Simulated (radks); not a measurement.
Task: The mean radii <r> (bohr) of the occupied orbitals of an atom or ion are listed with their occupations. Method: non-relativistic Kohn-Sham, PBE, spin-polarised, spherical densities, point nucleus; computed with a radial shooting solver on a logarithmic mesh with Libxc functionals.

orbital  occ.      <r>
1s up       1  0.02230
1s down     1  0.02230
2s up       1  0.09458
2s down     1  0.09457
2p up       3  0.08013
2p down     3  0.08012
3s up       1   0.2406
3s down     1   0.2404
3p up       3   0.2303
3p down     3   0.2301
3d up       5   0.2029
3d down     5   0.2028
4s up       1   0.4960
4s down     1   0.4967
4p up       3   0.4964
4p down     3   0.4972
4d up       4   0.4918

Name the element and its charge. Open shells, if any, are filled with parallel spins first.

Result: Z = 68, erbium, charge +28: Er28+ in [Kr] 4d4. The 1s radius gives Z: for a bare nucleus <r> = 1.5/Z, 0.02206 bohr for Z = 68, and screening makes it slightly larger (0.02230 here). The occupations add up to 40, and the charge is Z minus that.
